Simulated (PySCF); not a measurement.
Radial density of N+ (nitrogen, charge +1)

TPSS, [He] 2s2 2p2, high-spin 3P determinant. All numbers are calculated (PySCF 2.14, the non-relativistic Hamiltonian (point nucleus), in cc-pVDZ (3s2p1d, 14 functions)).

```csv
r (bohr),4πr²ρ (e/bohr),4πr²(ρα − ρβ)
0.00476,0.05494,0.0000
0.00801,0.1492,0.0001
0.0135,0.3898,0.0003
0.0227,0.9720,0.0008
0.0381,2.216,0.0021
0.0641,4.382,0.0057
0.108,6.795,0.0196
0.181,7.105,0.0869
0.305,4.096,0.3424
0.513,2.126,0.9339
0.863,3.131,1.5211
1.45,2.179,1.0183
2.44,0.3583,0.1737
4.11,0.01058,0.0076
```
